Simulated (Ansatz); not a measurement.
A made-up structure of LiBSiH₅S (charge +1), closed shell:

Li1  (-0.193, -3.022, 1.375)
B2  (0.789, -1.274, 0.486)
Si3  (0.705, 0.532, -0.316)
S4  (-1.482, 1.404, -0.470)
H5  (1.500, -0.242, 0.570)
H6  (1.201, 1.705, 0.449)
H7  (0.959, 0.706, -1.770)
H8  (-2.081, 0.314, -0.990)
H9  (-1.884, 1.120, 0.784)
(Å)

It is relaxed with PBE-D4/def2-SVP and then PBE0-D4/def2-TZVP (Ansatz 0.2.0). Atoms count as bonded within 1.22 times the sum of their covalent radii (H–H: 0.88 Å). The end point is not checked to be a true minimum.

(1) Does its bonding change? (A judgement: the text doesn't fix the answer.)

## Answers

(1) The calculation gives: Yes. Formed: none; broken: Si3–H5.

Where it ends: The first stage lowers the energy by 2.25 eV in 11 steps. It ends as LiBSiH₅S ([Li][BH][SiH2][SH2]), total charge +1:
```xyz
9
angstrom
Li -0.1082 -2.8691 1.4325
B 0.7946 -1.0778 0.5431
Si 0.6272 0.7064 -0.2917
S -1.6024 1.4432 -0.5238
H 2.0030 -1.2182 0.5485
H 1.0288 1.9198 0.4673
H 0.9135 0.8730 -1.7407
H -2.1192 0.3108 -1.0410
H -2.0236 1.1554 0.7238
```

Labels in which every atom is bracketed show which atoms are joined, not bond orders.

For scale, one of the runs: PBE0-D4/def2-TZVP relaxation, 149 basis functions, launched by `ansatz run in.yaml --threads 2 --pin off --events-out ev --progress --plain --max-ram 4352MiB`. Hardware: 2 CPU threads of an Arm Neoverse V2, shared host. Wall time about 42 s.
